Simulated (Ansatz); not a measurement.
A run for Ansatz (a quantum-chemistry and plane-wave program): R-CAM-B3LYP/def2-TZVPP on H2O (SMILES O).

Ansatz 0.2 input:
```yaml
crystal:
  periodic: [false, false, false]
  atoms:
    - {symbol: O, position_ang: [-0.00000000, 0.00000000, 0.38961139]}
    - {symbol: H, position_ang: [0.00000000, 0.76498632, -0.19485569]}
    - {symbol: H, position_ang: [0.00000000, -0.76498632, -0.19485569]}
basis:
  gaussian:
    orbitals: def2-TZVPP
hamiltonian:
  xc: {name: CAM-B3LYP}
scf: {lower_state_search: off}
```

Task: Predict the final total energy.

Result: -76.4386 hartree.
